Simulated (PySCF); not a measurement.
C2H5Si, SMILES [Si]([CH2])C (connectivity only; charge and spin as stated), neutral, multiplicity 2. Geometry optimised at PBE-D3(BJ)/def2-TZVP. The isomer is the one that the SMILES or the coordinates give; other isomers of the formula were not compared.

These are PBE-D3(BJ)/def2-TZVP (PySCF 2.14.0) values and carry that method's errors.

Harmonic wavenumbers (cm⁻¹): 88, 212, 255, 600, 604, 641, 767, 787, 957, 1196, 1306, 1379, 1404, 2969, 3054, 3059, 3066, 3166. Rotational constants (GHz): 31.64, 6.098, 5.284; symmetry number 1.

Question: Work out the zero-point energy and the ideal-gas rigid-rotor harmonic-oscillator thermochemistry at 298.15 K and 1 atm.

Answer: ZPE = ½ Σ hcν = ½ × 25508 cm⁻¹ = 152.57 kJ/mol. H − E(el) = 169.04 kJ/mol. Entropy in J/(mol K): translation 159.20, rotation 97.36, vibration 39.24, spin 5.76, total 301.57. G − E(el) = 79.13 kJ/mol. Cp = 78.93 J/(mol K). Modes under 150 cm⁻¹ make the vibrational entropy uncertain.
